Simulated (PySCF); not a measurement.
Series formyl-X, proton added: substituent effects on one reactive site. Gas-phase values, no solvent. One relaxed conformer stands for each flexible species; it need not be the lowest. The site is fixed along the series; a substituent can offer a better one. Strings in code marks are SMILES.

Method: TPSSh-D3(BJ)/def2-TZVP run with PySCF. All candidates: charge +1, multiplicity 1. Excitations are Tamm–Dancoff values on a coarser integration grid. The basis has no diffuse functions, so Rydberg states are missing or too high.

The brightest of the four lowest singlets (TDA) is 8.77 eV. The HOMO–LUMO gap is 7.37 eV. The HOMO is -15.01 eV.

Q: Which member has these values?
(A) `[H]/[O+]=C\O` (H–O–C–O torsion 0°)
(B) `[H]/[O+]=C/N`
(C) `[H]/[O+]=C\B`
(D) `[H]/[O+]=C\[SeH]` (O–C–Se–H torsion 0°)

A: B, `[H]/[O+]=C/N`. The others give `[H]/[O+]=C\B`: 6.78 eV, 6.18 eV, -15.77 eV; `[H]/[O+]=C\[SeH]` (O–C–Se–H torsion 0°): 5.86 eV, 4.86 eV, -13.76 eV; `[H]/[O+]=C\O` (H–O–C–O torsion 0°): 9.43 eV, 8.34 eV, -17.10 eV
